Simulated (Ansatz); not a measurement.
Reaction (substitution at a C–In bond): `C=[C]([SiH3])[InH2]` + `[NH2][AlH2]` → `C=C([SiH3])[NH][AlH2]` + `[InH3]`

Isolated molecules relaxed with PBE0-D4/def2-TZVP in Ansatz; ΔE leaves out vibrations. CCSD(T)/CBS is the MP2 limit (def2-TZVPP, def2-QZVPP) plus CCSD(T) − MP2 in def2-TZVPP, frozen cores. This one scheme is used for every species. Functionals use def2-TZVPP. def2 core potentials past Kr. For In outer-core shells are correlated without core-valence functions, which leaves a few kJ/mol of doubt a bond. One conformer a species, not always the lowest.

Problem. Is it downhill or uphill in electronic energy at CCSD(T)/CBS, and by how much? (Best estimate.)

Solution. Computed: Uphill: ΔE = +11.7 kcal/mol.

Problem. What do these levels give: r2SCAN-D4, HF/def2-TZVPP, SCS-MP2/def2-TZVPP, CCSD(T)/def2-TZVPP, SCS-MP2/def2-QZVPP, MP2/CBS(def2)? (Best estimate.)

Solution. Computed: r2SCAN-D4 7.1, HF/def2-TZVPP 9.5, SCS-MP2/def2-TZVPP 11.6, CCSD(T)/def2-TZVPP 10.6, SCS-MP2/def2-QZVPP 12.3, MP2/CBS(def2) 13.3 kcal/mol.

Largest T1 diagnostic among the species: 0.014.

The D4 term adds −1.2 kcal/mol with B3LYP and −0.6 kcal/mol with PBE0; it sums over pairs of atoms, weighted by their polarisabilities, and B3LYP, whose exchange is more repulsive, gets the larger term. In def2-TZVPP, CCSD(T) changes the Hartree–Fock value by +1.1 kcal/mol (the triples alone add −0.0 kcal/mol) and MP2 by +2.6 kcal/mol.

B3LYP here is the variant with VWN-RPA as its local correlation; programs differ in this.
